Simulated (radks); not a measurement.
Charge is removed step by step from the 4p down level of Tm, starting from [Ar] 3d10 4s2 4p(up 3, down 3) 4d10 4f13 5s2 5p6 6s2. Method: scalar-relativistic Kohn-Sham, PBE, spin-polarised, spherical densities, point nucleus; open shells are filled with parallel spins first (spin-orbit coupling, left out, can overturn this in heavy ions); computed with a radial shooting solver on a logarithmic mesh with Libxc functionals.

removed (e)  E - E(0) (eV)  eigenvalue (eV)  E minus straight line (eV)
0                    0.000          -325.85                       0.000
0.1                 32.613          -327.36                      -0.763
0.2                 65.381          -328.94                      -1.371
0.3                 98.310          -330.57                      -1.818
0.4                 131.41          -332.27                      -2.098
0.5                 164.67          -334.02                      -2.206
0.6                 198.12          -335.81                      -2.136
0.7                 231.75          -337.65                      -1.885
0.8                 265.56          -339.53                      -1.448
0.9                 299.56          -341.45                      -0.821
1                   333.76          -343.41                       0.000

Removing the whole electron costs 333.76 eV by Delta-SCF, against 325.85 eV from minus the eigenvalue at the starting occupation. Slater's transition state (half an electron removed) gives 334.02 eV. Integrating minus the eigenvalue over the occupation (Janak's theorem) gives 334.22 eV. In this scalar-relativistic scheme the density is built from large components alone, so the theorem holds only approximately. The mean slope of the eigenvalue, de/dn, is 17.6 eV per electron.
